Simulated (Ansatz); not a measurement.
Abridged output of a molecular run in Ansatz:

```
Functional definition: HF
856 factors; integrals over basis functions are off by at most 8.2e-4 eV
mean field evaluation 1: about -24010.4599 eV, gradient 4.8e1 eV
mean field evaluation 2: about -24010.4935 eV, gradient 4.8e1 eV
mean field evaluation 4: about -24014.9773 eV, gradient 2.4e0 eV
mean field evaluation 8: about -24015.0204 eV, gradient 1.2e-1 eV
mean field -24015.02051124 eV, -882.5357258225 hartree, gradient 1.4e-6 eV, S^2 0.000000; 0 other end points of the search recorded, 0 dependent functions left out
13 core orbitals not correlated: weight in the atoms' cores, before any rotation towards them, 1.000 or more for the frozen orbitals, at most 0.000 for the correlated occupied ones
reference -24015.02051124 eV, -882.5357258225 hartree; 16, 16 occupied and 64, 64 virtual orbitals, 856 factors
second order -20.38302705 eV of doubles, -0.00000000 eV of singles
cycle   1  -20.70491102 eV  change   -3.2e-1 eV  update   1.0e-1
cycle   2  -21.13931675 eV  change   -4.3e-1 eV  update   3.0e-2
cycle   3  -21.26644723 eV  change   -1.3e-1 eV  update   1.6e-2
cycle   4  -21.26121343 eV  change    5.2e-3 eV  update   3.0e-3
cycle   5  -21.25836154 eV  change    2.9e-3 eV  update   1.2e-3
cycle   6  -21.25842461 eV  change   -6.3e-5 eV  update   3.4e-4
cycle   7  -21.25834641 eV  change    7.8e-5 eV  update   1.3e-4
cycle   8  -21.25825398 eV  change    9.2e-5 eV  update   4.1e-5
cycle   9  -21.25825378 eV  change    2.1e-7 eV  update   1.5e-5
perturbative correction -0.31744007 eV, -0.0116657073 hartree
Total energy: -24036.59620508 eV, -883.3286179468 hartree
```

Its atoms:

Z-matrix (Å, degrees):
```
Al
F 1 1.652
F 1 1.652 2 117.5
F 1 1.652 2 117.5 3 149.1
P 1 2.492 2 99.2 3 -105.4
H 5 1.407 1 117.8 2 59.9
H 5 1.407 1 117.8 2 -60.1
H 5 1.407 1 117.8 2 179.9
```

Which basis set was used?
A. cc-pV(T+d)Z
B. def2-SVP
C. def2-TZVPP
D. def2-SVPD

B. It gives 93 functions.

Write the keys of the input that set method, charge and spin (a neutral closed shell needs none for the last two).


```yaml
correlation: {method: ccsd_t}
```
